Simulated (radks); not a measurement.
All-electron atom: Cd9+ in [Ar] 3d10 4s2 4p5.75 4d3 5s0.25 (fractional occupations, a model configuration). Calculated with a radial shooting solver on a logarithmic mesh with Libxc functionals: Dirac Kohn-Sham, PBEsol, spin-unpolarised, spherical densities, point nucleus; open shells fill j = l - 1/2 first.

Unscreened Slater integrals over Kohn-Sham orbitals (cm^-1). Large and small components are both included. Empty in this configuration: 4d5/2.

integral          value
F0(5s1/2,5s1/2)  115640
F0(5s1/2,4d3/2)  137270
G2(5s1/2,4d3/2)   18921
F0(5s1/2,4p3/2)  139870
G1(5s1/2,4p3/2)   13349
F0(5s1/2,4p1/2)  140510
G1(5s1/2,4p1/2)   13090
F0(5s1/2,4d5/2)  137070
G2(5s1/2,4d5/2)   19238
F0(4d3/2,4d3/2)  199900
F2(4d3/2,4d3/2)  103100
F0(4d3/2,4p3/2)  209190
F2(4d3/2,4p3/2)  108280
G1(4d3/2,4p3/2)  137590
G3(4d3/2,4p3/2)   86246
F0(4d3/2,4p1/2)  211490
G1(4d3/2,4p1/2)  138230
F0(4d3/2,4d5/2)  199190
F2(4d3/2,4d5/2)  102750
G2(4d3/2,4d5/2)  102670
G4(4d3/2,4d5/2)   69017
F0(4p3/2,4p3/2)  220190
F2(4p3/2,4p3/2)  116480
F0(4p3/2,4p1/2)  222910
G2(4p3/2,4p1/2)  117510
F0(4p3/2,4d5/2)  208360
F2(4p3/2,4d5/2)  107760
G1(4p3/2,4d5/2)  136920
G3(4p3/2,4d5/2)   85786
F0(4p1/2,4p1/2)  225780
F0(4p1/2,4d5/2)  210620
G3(4p1/2,4d5/2)   85791
F0(4d5/2,4d5/2)  198490
F2(4d5/2,4d5/2)  102430
F4(4d5/2,4d5/2)   68855
